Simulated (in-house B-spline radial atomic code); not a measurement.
Configurations of Nb6+, with energies counted from [Ar] 3d10 4s2 4p5. Computed with a radial B-spline atomic code at the basis-set limit: Dirac-Hartree-Fock, average of configuration, Fermi nucleus of rms radius 4.324 fm. Energies include first-order Breit, QED and recoil terms.

Occupations are held fixed; configurations that lie above the ionisation limit could autoionise.

| configuration | E - E(ref) (eV) | highest orbital | its <r> (bohr) |
| --- | --- | --- | --- |
| [Ar] 3d10 4s2 4p4 7s1 | 95.751 | 7s1/2 | 6.021 |
| [Ar] 3d10 4s2 4p4 8s1 | 102.78 | 8s1/2 | 8.508 |
| [Ar] 3d10 4s2 4p4 8d1 | 106.16 | 8d5/2 | 10.23 |
| [Ar] 3d10 4s1 4p5 6f1 | 129.64 | 6f7/2 | 6.183 |
| [Ar] 3d10 4s1 4p5 7d1 | 131.4 | 7d5/2 | 7.404 |
| [Ar] 3d9 4s2 4p5 7s1 | 278.22 | 7s1/2 | 5.968 |
| [Ar] 3d9 4s2 4p5 8g1 | 291.83 | 8g7/2 | 12.17 |

Q: Order these further configurations by energy, lowest first.
A. [Ar] 3d10 4s2 4p4 8g1
B. [Ar] 3d9 4s2 4p5 6s1
C. [Ar] 3d10 4s1 4p5 5f1
D. [Ar] 3d10 4s1 4p5 6g1
E. [Ar] 3d10 4s1 4p5 7g1

A: A (109.15 eV), C (120.43 eV), D (131.13 eV), E (136.07 eV), B (265.37 eV).

Q: How far above the reference does [Ar] 3d10 4s1 4p5 4f1 lie?

A: 103.57 eV; its least bound orbital is 4f5/2 with <r> = 2.094 bohr.

Q: How far above the reference does [Ar] 3d10 4s2 4p4 7d1 lie?

A: 101.29 eV; its least bound orbital is 7d5/2 with <r> = 7.416 bohr.
